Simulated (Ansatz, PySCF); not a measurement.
Donor–acceptor adduct: GaH3 (SMILES [GaH3]) (first 4 atoms) with H2S (SMILES S); geometry from B3LYP-D3(BJ)/def2-TZVP, rigid monomers moved along the line of their centres of mass till Ga1···S5 is 2.40 Å.
(charge 0, multiplicity 1):
```xyz
7

Ga     0.52763    -0.06951     0.52020
H     -0.34623     1.11319    -0.04266
H      0.27362    -1.53353    -0.00072
H      1.89119     0.26122     1.23784
S     -0.78623    -0.34659     2.50515
H     -0.36951     0.76132     3.14196
H      0.07375    -1.13528     3.17223
```

Interaction energies are E(AB) − E(A) − E(B) at the monomers' geometry in the complex; basis-set methods are counterpoise corrected.

Rows in 6-31G* carry no dispersion term and start afresh at each structure (6-31G* with six Cartesian d functions); the Pople sets are all-electron and without relativity.

Run with Ansatz (Gaussian orbitals); PySCF for 6-31G* rows, the dispersion terms. 

Q: One of these levels gives -25.6 kJ/mol for the interaction energy. Which one is it?
A) PBE-D3(BJ)/def2-TZVPPD
B) HF/6-31G*
C) PBE0/def2-TZVPPD
D) B3LYP/6-31G*

A: D, B3LYP/6-31G*. The others give -4.6 (HF/6-31G*), -48.5 (PBE-D3(BJ)/def2-TZVPPD), -43.3 (PBE0/def2-TZVPPD)

Ansatz is an electronic-structure program.
